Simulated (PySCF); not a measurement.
Ga(Cl)2(nBu), C₄H₉Cl₂Ga, SMILES [CH2]([Ga]([Cl])[Cl])CCC, GFN2-xTB optimised geometry. Atoms within 1.6 Å of the plane z = 0.6 Å (x, y, z in Å): Ga1 (0.02, 1.84, 0.00), Cl2 (2.12, 1.84, 0.00), Cl3 (-0.88, 3.75, 0.00), C4 (-1.06, 0.08, 0.00), C5 (-0.12, -1.13, -0.02), C6 (-0.87, -2.46, 0.04), H8 (-1.70, 0.07, 0.88), H9 (-1.72, 0.09, -0.88), H10 (0.49, -1.10, -0.93), H11 (0.56, -1.07, 0.83), H12 (-0.14, -3.26, 0.17), H13 (-1.53, -2.47, 0.91).

Computed with PBE0/def2-TZVP run with PySCF.

Map of the deformation density (molecule minus spherical neutral atoms) (e/bohr³) on the plane z = 0.6 Å:

```
|1111111111111111111111111111111|
|1111111111111111111111111111111|
|1111111111111111111111111111111|
|1111111111100111111111111111111|
|1111111111111111111111111111111|
|1111111111111211111111111111111|
|1111111111112111111111111111111|
|1111111111111121100111111111111|
|1111111111111221001111111111111|
|1111111111111100011111111111111|
|1111111111000000012111101111111|
|1111111110000100012111101111111|
|1111111110001111001111111111111|
|1111111100011221001111111111111|
|1111111100154110000111111111111|
|1111111100296000000011111111111|
|1111111100122110100011111111111|
|1111111100000003620011111111111|
|1111111110000005930011111111111|
|1111111100000011210011111111111|
|1111111100023100000011111111111|
|1111111100179200000111111111111|
|1111111100035221000111111111111|
|1111111100000121001111111111111|
|1111111110000010001111111111111|
|1111111111000000001111111111111|
|1111111111110000111111111111111|
|1111111111111111111111111111111|
|1111111111111111111111111111111|
|1111111111111111111111111111111|
|1111111111111111111111111111111|
```
Scale: ten equal steps from -0.012 (start of '0') to 0.096 (end of '9'), in the order '0123456789'; x runs from -6.00 to 6.00, y from -6.00 (bottom) to 6.00 (top).
